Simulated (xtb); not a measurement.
C3H10Si, SMILES C[SiH](C)C. All values are semi-empirical tight-binding results from xtb (GFN2-xTB unless named), good for trends rather than for accurate numbers. Geometry: GFN2-xTB. The isomer is the one that the SMILES or the coordinates give; other isomers of the formula were not compared.

| Item | Value |
|---|---|
| point group as xtb finds it | C3v |
| orbital gap | 6.87 eV |
| dipole moment | 0.38 D |
| zero-point energy | 74.1 kcal/mol |
| G − E(el) at 298.15 K (modified RRHO) | 55.3 kcal/mol |
| static polarisability (D4 model) | 67.2 bohr³ |
| solvation energy, GFN2-xTB/ALPB(water) | -0.2 kcal/mol |
| solvation energy, GFN2-xTB/ALPB(dmso) | -3.8 kcal/mol |
